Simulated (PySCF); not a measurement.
**Cl⁺ (chlorine, charge +1) across methods**

[Ne] 3s1 3p4 3d1, one real determinant (an excited configuration). All numbers are calculated (PySCF 2.14, the spin-free X2C one-electron Hamiltonian (Gaussian nucleus), in aug-cc-pVTZ-DK (6s5p3d2f, 50 functions)).

```
 method  E (hartree)  mean ε 3p α (eV)  mean ε 3p β (eV)  mean ε 3d α (eV)  Σ⟨r²⟩ (bohr²)   ⟨S²⟩
    UHF   -459.51884           -30.661           -23.275           -10.317          24.09  6.007
    PBE    -459.9594           -23.528           -20.312            -6.393          24.16  6.002
 revPBE    -460.0756           -23.512           -20.293            -6.403          24.13  6.003
   BP86    -460.1891           -23.596           -20.546            -6.492          24.21  6.002
r2SCANh    -460.1134           -24.971           -20.809            -6.913          24.09  6.004
 r2SCAN    -460.1168           -24.286           -20.376            -6.515          24.11  6.004
   PBE0    -459.9875           -25.475           -21.433            -7.435          24.06  6.003
   TPSS    -460.1621           -23.709           -20.366            -6.446          24.07  6.003
```

Q: Estimate the same row for LDA.

A: E (hartree) = -458.6100; mean ε 3p α (eV) = -23.584; mean ε 3p β (eV) = -20.301; mean ε 3d α (eV) = -6.307; Σ⟨r²⟩ (bohr²) = 24.35; ⟨S²⟩ = 6.002.

⟨L²⟩ = 8.04 against 12 for a pure F term, so this real determinant mixes terms. The outer electron is Rydberg-like, and this basis confines it to a smaller radius and binds it less than a complete one would.
